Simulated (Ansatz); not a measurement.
Program: Ansatz. Geometries: PBE0-D4/def2-TZVP. ΔE: electronic, gas phase. CCSD(T)/CBS is the MP2 limit (def2-TZVPP, def2-QZVPP) plus CCSD(T) − MP2 in def2-TZVPP, frozen cores. DFT in def2-TZVPP. For Ge outer-core shells are correlated without core-valence functions, which leaves a few kJ/mol of doubt a bond. Scalar relativity is left out up to krypton. One conformer a species, not always the lowest.

`[GeH3][SiH]1CO1` + `O[Si@H](Cl)C[Si@@H](O)F` → `F[Si]1([GeH3])CO1` + `O[SiH2]C[SiH](O)Cl`  (redistribution)

```tsv
level	ΔE (kJ/mol)
r2SCAN	12.4
MP2/CBS(def2)	11.0
```

Q: What does CCSD(T)/CBS give? (An estimate is asked.)

A: Ansatz gave: +11.8 kJ/mol. The listed levels differ from it by 0.6, -0.8 kJ/mol.

Largest T1 diagnostic among the species: 0.014.

In def2-TZVPP, CCSD(T) changes the Hartree–Fock value by −3.0 kJ/mol (the triples alone add −0.5 kJ/mol) and MP2 by −3.9 kJ/mol.
